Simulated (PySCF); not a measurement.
**Working out the ionisation energy of Re**

Re [Xe] 4f14 5d5 6s2 (6S) → Re⁺ [Xe] 4f14 5d5 6s1 (7S). Computed with PySCF 2.14 in x2c-TZVPPall (11s7p7d3f1g, 97 functions), with the spin-free X2C one-electron Hamiltonian (Gaussian nucleus). Frozen: [Xe] 4f14. Energies in hartree (1 hartree = 27.21139 eV):

```
            part     Re (lower)    Re⁺ (upper)
             UHF  -16688.226996  -16688.007902
CCSD correlation      -0.129074      -0.075434
             (T)      -0.005515      -0.001412
```

Task: What does Hartree-Fock give?

Result: (-16688.007902) − (-16688.226996) = 0.219094 hartree = 5.962 eV.

Task: What do CCSD and CCSD(T) give?

Result: The CCSD correlation energies differ by 0.053640 hartree = 1.460 eV and the triples by 0.004103 hartree = 0.112 eV, so CCSD gives 7.422 eV and CCSD(T) 7.534 eV.

Measured between the centres of the two terms (NIST): 7.834 eV, so CCSD(T) (valence) is off by -0.300 eV.

What remains against the reference includes basis incompleteness, the frozen core and higher excitations.
